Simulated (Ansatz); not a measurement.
`[Cl][Hf]([Cl])([Cl])[Br]` + `Cl[SiH2][SeH]` → `[Cl][Hf]([Cl])([Cl])[SeH]` + `Cl[SiH2]Br` at 700 K and 1 bar (redistribution).

Gas-phase electronic energies from Ansatz, PBE0-D4/def2-TZVP geometries. CCSD(T)/CBS adds triple-zeta CCSD(T) − MP2 to the extrapolated MP2 energy (def2 sets, frozen cores). def2 core potentials past Kr. For Br, Hf, Se outer-core shells are correlated without core-valence functions, which leaves a few kJ/mol of doubt a bond. Scalar relativity is left out up to krypton. One conformer a species, not always the lowest.

| species | CCSD(T)/CBS energy (Eh) | H − E (kJ/mol) | S (J/(mol·K)) |
| --- | --- | --- | --- |
| `[Cl][Hf]([Cl])([Cl])[Br]` | -4000.86634 | 76.8 | 486.7 |
| `Cl[SiH2][SeH]` | -3151.43476 | 124.3 | 403.7 |
| `[Cl][Hf]([Cl])([Cl])[SeH]` | -3828.82210 | 103.4 | 530.9 |
| `Cl[SiH2]Br` | -3323.46904 | 97.6 | 369.7 |

H − E and S are ideal-gas, rigid-rotor, harmonic terms from PBE0-D4/def2-TZVP, for one conformer and one mirror image of each species. 1 Eh = 2625.50 kJ/mol, R = 8.31446 J/(mol·K).

By hand: ΔE, ΔH, ΔS and ΔG.

ΔE = (-3828.82210) + (-3323.46904) − (-4000.86634) − (-3151.43476) = 0.00996 Eh = 26.1 kJ/mol. Δ(H − E) = 103.4 + 97.6 − 76.8 − 124.3 = -0.1, so ΔH = 26.0 kJ/mol. ΔS = 530.9 + 369.7 − 486.7 − 403.7 = 10.2 J/(mol·K). ΔG = 26.0 − 700 × (10.2)/1000 = 18.9 kJ/mol.

By hand: the equilibrium constant, and the temperature at which ΔG would vanish if ΔH and ΔS stayed fixed.

log₁₀ K = −ΔG/(RT ln 10) = -1.4. ΔG = 0 at ΔH/ΔS = 2549 K, far beyond where these terms or the molecules hold.

The number of gas molecules stays the same, so ΔS is small and ΔH decides. A doubt of 5 kJ/mol in ΔE shifts log₁₀ K by 0.4 here. Other conformers and mirror images would add mixing entropy, several J/(mol·K) or more a flexible species. These are equilibria of isolated gas molecules and say nothing of rates. Largest T1 diagnostic: 0.014 (customary marks: 0.02 for closed shells, 0.045 for open ones).
